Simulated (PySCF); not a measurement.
Precursor series Hf OH-SH. All species are isolated molecules in the gas phase. One relaxed conformer stands for each flexible species; it need not be the lowest.

All values below come from PBE-D3(BJ)/def2-TZVP // r2SCAN-D4/def2-SVP (PySCF 2.14.0). 

```tsv
species	coordination number	HOMO (eV)	charge on the central atom (Mulliken) (e)
1 of 4 OH replaced by SH ([Hf(OH)3(SH)])	4	-5.70	1.32
3 of 4 OH replaced by SH	4	-6.30	1.02
4 of 4 OH replaced by SH ([Hf(SH)4])	4	-6.74	0.87
```
